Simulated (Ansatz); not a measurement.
The cluster Hg₃Te₃. The state is a singlet with charge 0. Geometry B3LYP-D4/def2-SVP, basis def2-TZVP, Ansatz.

```xyz
6

Hg    1.299   -2.216   -1.295
Hg   -0.367   -0.034    1.879
Hg   -1.178    0.222   -1.159
Te   -2.672   -1.071    0.783
Te    0.873    2.078   -1.260
Te    2.045    1.022    1.053
```

```csv
run,HOMO (eV),LUMO (eV)
A,-5.06,-3.86
B,-5.90,-3.24
C,-5.25,-3.82
D,-7.79,-1.63
E,-7.89,-1.53
```

In the def2 sets Hg, Te take a core potential; there is no spin–orbit coupling. Another isomer (singlet) lies 1.01 eV lower at PBE0-D4/def2-TZVP; other spin states weren't run for this one.

The runs used PBE, PBE0, r2SCAN, ωB97M-V, ωB97X-V. Estimate which is which.

A PBE (0 % exact exchange); B PBE0 (25 % exact exchange); C r2SCAN (0 % exact exchange); D ωB97M-V (range-separated); E ωB97X-V (range-separated). Exact exchange lowers occupied and raises empty levels; among semilocal functionals meta-GGAs tend to open the gap a little, and such runs are hard to tell apart. The gap grows from 1.20 eV (PBE) to 6.36 eV (ωB97X-V).
